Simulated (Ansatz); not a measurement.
Reaction (formal exchange of groups at the Si–O bond): `C[SiH](F)O[SiH2]O` + `[SiH3]Cl` → `O[SiH2][SiH2]Cl` + `C[SiH](O)F`

Isolated molecules relaxed with PBE0-D4/def2-TZVP in Ansatz; ΔE leaves out vibrations. CCSD(T)/CBS is the MP2 limit (def2-TZVPP, def2-QZVPP) plus CCSD(T) − MP2 in def2-TZVPP, frozen cores. This one scheme is used for every species. Functionals use def2-TZVPP. One conformer a species, not always the lowest.

| level | ΔE (eV) |
| --- | --- |
| r2SCAN | 1.38 |
| PBE0 | 1.26 |
| HF/def2-TZVPP | 1.72 |
| MP2/def2-TZVPP | 1.54 |

Problem. What does CCSD(T)/CBS give? (Estimate.)

Solution. Ansatz gave: +1.46 eV. The listed levels differ from it by -0.08, -0.20, 0.26, 0.08 eV.

Largest T1 diagnostic among the species: 0.011.

In def2-TZVPP, CCSD(T) changes the Hartree–Fock value by −0.24 eV (the triples alone add −0.04 eV) and MP2 by −0.18 eV. From PBE to PBE0 (25 % exact exchange), in def2-TZVPP and without D4, ΔE moves by +0.11 eV.
